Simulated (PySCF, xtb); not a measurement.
SiOCl2, SMILES O=[Si](Cl)Cl.

xtb with GFN2-xTB at its own geometry gives an orbital gap of 5.54 eV and a dipole moment of 2.92 D.

Geometry: PBE-D3(BJ)/def2-SVP.

Problem. What does r2SCAN/def2-TZVPD run with PySCF give? (The exact figures need the calculation; the answer reports its results.)

Solution. gap 4.75 eV (levels -7.71 and -2.96 eV), dipole 3.02 D.
